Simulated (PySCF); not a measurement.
**How methods differ on the ionisation energy of Ge¹⁶⁺**

Ge¹⁶⁺ [Ne] 3s2 3p4 (3P) → Ge¹⁷⁺ [Ne] 3s2 3p3 (4S), as a difference of total energies. All numbers are calculated (PySCF 2.14, scalar relativity by spin-free X2C-1e, in an uncontracted even-tempered set (19 s from 1.1 bohr⁻², ratio 2.5; 12 p from 1.4 bohr⁻², ratio 2.5; 5 d from 8.6 bohr⁻², ratio 2.7; 4 f from 13 bohr⁻², ratio 2.7)). Correlated levels: outer shells: 1s2 frozen; virtual orbitals above 40 to 60 times the deepest correlated orbital energy dropped. The calculations carry no spin-orbit coupling.

```csv
method,ionisation energy (eV)
UHF,606.63
LDA,608.89
PBE,608.91
PBE0,608.80
r2SCAN,608.64
revPBE,608.84
M06-2X,608.90
MP2 (outer shells),607.60
SCS-MP2 (outer shells),607.63
```

Problem. How much does correlation contribute at MP2 (outer shells)?

Solution. 607.60 − (606.63) = 0.97 eV, measured against UHF.

Spin-orbit coupling is strong in these open shells (close to jj coupling). The scalar numbers leave it out and a first-order estimate fails, so it can dominate the gap to the real levels.

Breit and QED terms and the two-electron picture change are absent.

For comparison: 609.1 ± 0.8 eV (semi-empirical (NIST evaluation); NIST Atomic Spectra Database, ionization energies).
